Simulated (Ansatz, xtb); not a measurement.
Pulling on the B1–H2 bond in BH5OSi (SMILES BO[SiH3]) (multiplicity 1 held, fragments rigid). Energies count from the point at 1.194 Å.
Geometry at that point (charge 0, multiplicity 1):
```xyz
8

B     -0.35531     0.16771     1.74611
H     -1.12198     0.72283     2.47444
H      0.51570    -0.54224     2.16560
O     -0.48933     0.35731     0.41765
Si     0.33066    -0.20123    -0.91476
H      0.86264     0.96822    -1.64325
H     -0.62978    -0.93425    -1.76420
H      1.43536    -1.09434    -0.49777
```

Restricted levels (R-, RO-) in cc, def2 and unpolarised 6-31G sets keep to the state of the molecule at rest. Unrestricted levels (U-) break spin symmetry where that is lower. Curves can end on different states.

Correlated levels freeze the cores.

The values were computed with Ansatz (Gaussian basis) for Hartree–Fock, density functionals and correlated methods; xtb for the GFN methods.  The GFN methods have no spin term and hold the electronic entropy of 300 K.

Q: One of these levels gives 6.095 eV for the energy at R = 3.822 Å. Which one is it?
A. R-MP2/cc-pV(D+d)Z
B. U-HF/cc-pV(D+d)Z
C. U-MP2/cc-pV(D+d)Z
D. GFN2-xTB

A: A, R-MP2/cc-pV(D+d)Z. The others give 5.211 (GFN2-xTB), 3.789 (U-HF/cc-pV(D+d)Z), 4.465 (U-MP2/cc-pV(D+d)Z)

Doubts at one or more of the structures used: a spin-contaminated determinant (U-HF/cc-pV(D+d)Z, U-MP2/cc-pV(D+d)Z); a restricted determinant that unrestricted orbitals would lower (R-MP2/cc-pV(D+d)Z).

Ansatz is a first-principles code.
